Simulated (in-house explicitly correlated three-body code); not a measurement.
Computed with an exponentially correlated three-body code. Model: two electrons around a point charge, non-relativistic, variational in 260 exponentially correlated functions (energies converged to about 1e-7 hartree, or 1e-8 relative for large Z).

For two electrons in a singlet the Kohn-Sham orbital is the square root of half the density, so the exact Kohn-Sham potential and energy parts follow from the density alone, and exchange is minus half the Hartree energy. The Kohn-Sham level equals minus the binding energy of the second electron.

Command:
```bash
python run_hyl.py task.json out
```
Settings (lengths in bohr, energies in hartree):
```
Z                      1.88
interaction_strength   1
functions              260
states_tried           13
```

Time taken, with all properties: 45 s on 1 thread of Intel(R) Xeon(R) Platinum 8375C CPU @ 2.90GHz (Ice Lake), on a shared host.

**Those bound S and P states to n = 4 that converged, binding against the one-electron ion.**

Given: nuclear charge 1.88.

Computed: one-electron threshold -1.7672 hartree.

| term | energy (hartree) | binding (eV) | quantum defect |
| --- | --- | --- | --- |
| 1 1S | -2.51292032 | 20.292 | 0.27942 |
| 2 3S | -1.90714225 | 3.808 | 0.33661 |
| 2 1S | -1.88245608 | 3.1363 | 0.16711 |
| 2 3P | -1.87026208 | 2.8045 | 0.061712 |
| 2 1P | -1.86324388 | 2.6135 | -0.0078572 |
| 3 3S | -1.82142037 | 1.4754 | 0.32769 |
| 3 1S | ? | ? | ? |
| 3 3P | -1.81217572 | 1.2239 | 0.065875 |
| 3 1P | ? | ? | ? |
| 4 3S | -1.79587139 | 0.78019 | 0.32512 |
| 4 1S | -1.79343992 | 0.71402 | 0.15863 |
| 4 3P | -1.79223321 | 0.68119 | 0.067132 |
| 4 1P | -1.79127562 | 0.65513 | -0.010319 |

(1) What belongs in the row 3 1S?

(2) What belongs in the row 3 1P?

**Electric-dipole lines between converged S and P states, rate of the upper state's decay.**

```
s state  p state  p minus s (eV)  oscillator strength from s  rate (1/s)
   1 1S     2 1P          17.679                     0.24403  1.1032e+09
   1 1S     3 1P          19.129                    0.066013  3.4938e+08
   1 1S     4 1P          19.637                    0.026989  1.5053e+08
   2 1S     2 1P         0.52279                     0.41472  1.6394e+06
   2 1S     3 1P          1.9732                     0.13039  7.3429e+06
   2 1S     4 1P          2.4811                    0.043871  3.9064e+06
   3 1S     2 1P         -1.3067                    -0.15911  1.1788e+07
   3 1S     3 1P         0.14374                     0.68669      205200
   3 1S     4 1P         0.65171                     0.12062      740960
   4 1S     2 1P         -1.8995                   -0.027542  4.3119e+06
   4 1S     3 1P        -0.44908                    -0.33448   2.927e+06
   4 1S     4 1P        0.058894                     0.93921       47118
   2 3S     2 3P               ?                           ?           ?
   2 3S     3 3P          2.5842                     0.04537  4.3823e+06
   2 3S     4 3P          3.1268                     0.01978  2.7971e+06
   3 3S     2 3P         -1.3291                    -0.23301  1.7859e+07
   3 3S     3 3P               ?                           ?           ?
   3 3S     4 3P         0.79422                       0.031      282830
   4 3S     2 3P         -2.0243                   -0.033682  5.9889e+06
   4 3S     3 3P        -0.44366                    -0.48321  4.1271e+06
   4 3S     4 3P           0.099                      1.3205      187200
```

(3) What belongs in the row 2 3S 2 3P?

(4) What belongs in the row 3 3S 3 3P?

**Exact Kohn-Sham parts of the ground state from its density.**

Computed: total energy -2.51292032 hartree; Kohn-Sham kinetic 2.4769 hartree; Hartree energy 1.8984 hartree; exchange energy -0.9492 hartree; kinetic part of the DFT correlation energy 0.036053 hartree; potential part of the DFT correlation energy -0.077915 hartree; exact minus restricted Hartree-Fock -0.041784 hartree; Kohn-Sham level -20.292 eV; dipole polarisability 1.9115 bohr³; C6 of two such species 2.3553 hartree·bohr⁶.

(5) What is the DFT correlation energy?

(6) What is the restricted Hartree-Fock level?

**Density and exact potentials over r, pair density (one pair, times 4 pi r12^2) and exact minus Kohn-Sham pair density over r12.**

| radius (bohr) | radial density (electrons/bohr) | exchange potential (hartree) | intracule density (1/bohr) | Coulomb hole against Kohn-Sham (1/bohr) | correlation potential (hartree) |
| --- | --- | --- | --- | --- | --- |
| 0.121 | 0.34522 | -1.5322 | 0.016309 | -0.0111 | -0.046 |
| 0.141 | 0.43563 | -1.521 | 0.022307 | -0.01456 | -0.042 |
| 0.165 | 0.54652 | -1.5061 | 0.030745 | -0.01906 | -0.038 |
| 0.194 | 0.68005 | -1.4865 | 0.042698 | -0.02488 | -0.032 |
| 0.227 | 0.82666 | -1.4624 | 0.058535 | -0.03178 | -0.025 |
| 0.266 | 0.98737 | -1.432 | 0.080089 | -0.03996 | -0.017 |
| 0.311 | 1.1508 | -1.3951 | 0.10834 | -0.04896 | -0.008 |
| 0.364 | 1.3094 | -1.3502 | 0.14543 | -0.05834 | 0.001 |
| 0.426 | 1.4475 | -1.2969 | 0.19263 | -0.06694 | 0.01 |
| 0.499 | 1.549 | -1.2344 | 0.25103 | -0.07308 | 0.018 |
| 0.585 | 1.5968 | -1.1627 | 0.32 | -0.07452 | 0.024 |
| 0.684 | 1.5779 | -1.0844 | 0.3945 | -0.06909 | 0.029 |
| 0.801 | 1.4868 | -0.99881 | 0.4695 | -0.05524 | 0.03 |
| 0.938 | ? | ? | ? | ? | ? |
| 1.1 | 1.1133 | -0.81558 | 0.57201 | -0.006352 | 0.025 |
| 1.29 | ? | ? | ? | ? | ? |
| 1.51 | 0.62942 | -0.6353 | 0.52417 | 0.03711 | 0.014 |
| 1.76 | 0.42084 | -0.55512 | 0.43757 | 0.04222 | 0.009 |
| 2.07 | 0.24625 | -0.47765 | 0.31931 | 0.03526 | 0.005 |
| 2.42 | 0.12977 | -0.41115 | 0.20446 | 0.02208 | 0.003 |
| 2.83 | 0.059176 | -0.35267 | 0.11093 | 0.009557 | 0.001 |
| 3.32 | 0.022324 | -0.30102 | 0.048716 | 0.001889 | 0 |

(7) What belongs in the row 0.938?

(8) What belongs in the row 1.29?

Results:

(1) energy (hartree): -1.81522536; binding (eV): 1.3068; quantum defect: 0.16056.

(2) energy (hartree): -1.80994315; binding (eV): 1.1631; quantum defect: -0.0097776.

(3) p minus s (eV): 1.0036; oscillator strength from s: 0.58834; rate (1/s): 8.5704e+06.

(4) p minus s (eV): 0.25156; oscillator strength from s: 0.96963; rate (1/s): 887520.

(5) -0.041862 hartree.

(6) -20.688 eV.

(7) radial density (electrons/bohr): 1.3276; exchange potential (hartree): -0.90864; intracule density (1/bohr): 0.53324; Coulomb hole against Kohn-Sham (1/bohr): -0.03335; correlation potential (hartree): 0.029.

(8) radial density (electrons/bohr): 0.86989; exchange potential (hartree): -0.72322; intracule density (1/bohr): 0.57128; Coulomb hole against Kohn-Sham (1/bohr): 0.01953; correlation potential (hartree): 0.019.

The correlation energy of density-functional theory lies 0.079 millihartree below exact minus Hartree-Fock, because the Hartree-Fock density, unlike the exact one, minimises the Hartree-Fock energy.
